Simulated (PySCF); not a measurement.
4-methylidene-2,3-dihydropyrrole (C5H7N), SMILES C1CN=CC1=C.

Geometry: PBE0-D3(BJ)/def2-SVP. The values are those of a single conformer.

Two levels are set side by side: PBE/def2-TZVP (PySCF) and CAM-B3LYP/def2-TZVP (PySCF). Same geometry, gas phase. Differences are taken from unrounded values.

| quantity | CAM-B3LYP |
|---|---|
| orbital gap (eV) | 8.31 |
| highest occupied level (eV) | -8.32 |
| lowest empty level (eV) | -0.01 |
| dipole moment (D) | 2.05 |
| mean polarisability (bohr³) | 65.4 |

Problem. What does PBE give, and how far is it from CAM-B3LYP? (An estimate is asked for; the answer gives what the named calculation found.)

Solution. 
| quantity | PBE | PBE minus CAM-B3LYP |
|---|---|---|
| orbital gap (eV) | 3.91 | -4.40 |
| highest occupied level (eV) | -6.01 | 2.30 |
| lowest empty level (eV) | -2.11 | -2.09 |
| dipole moment (D) | 1.94 | -0.11 |
| mean polarisability (bohr³) | 67.5 | 2.1 |

PBE's occupied levels lie high since its potential decays too fast outside the molecule; exact exchange lowers them and widens the gap. PBE's more diffuse valence density responds more strongly to a field. Differences between two approximate levels are no errors against the true value.

Rough cost on one machine, each run with all the roots and properties that it gave: CAM-B3LYP against PBE within a factor of 2.
